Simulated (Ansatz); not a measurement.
## Worked example: C4H10 + GeH2I2 → C3H7I + GeH2(CH3)I

Species: C4H10 (butane) `CCCC`, singlet; GeH2I2 `[I][GeH2][I]`, singlet; C3H7I (1-iodopropane) `CCCI`, singlet; GeH2(CH3)I, singlet. The partners trade CH3 for I: C–CH3 and Ge–I bonds give way to C–I and Ge–CH3.

Shapes, held fixed at every level: PBE0-D4/def2-TZVP. Flexible molecules stand in one conformer, not always the lowest. Programs: Ansatz 0.2.0. Electronic energies: no zero-point or thermal term.

At CCSD(T)/def2-TZVPP; 1 Eh = 2625.50 kJ/mol:

```
   species   energy (Eh)
     C4H10   -158.155948
    GeH2I2  -2671.159105
     C3H7I   -415.458076
GeH2(CH3)I  -2413.827914
```

Work out ΔE of the reaction at this level.


1. Products less reactants: (-415.458076) + (-2413.827914) − [(-158.155948) + (-2671.159105)] = 0.029063 Eh = +76.3 kJ/mol.

Other levels give +77.0 (MP2/def2-TZVPP) to +98.1 kJ/mol (HF/def2-TZVPP). No measured value is set beside it here. For atoms past krypton def2 sets carry core potentials with scalar relativity. Relativity is left out for Ge. Outer-core shells of Ge, I are correlated, in sets that cover them unevenly.
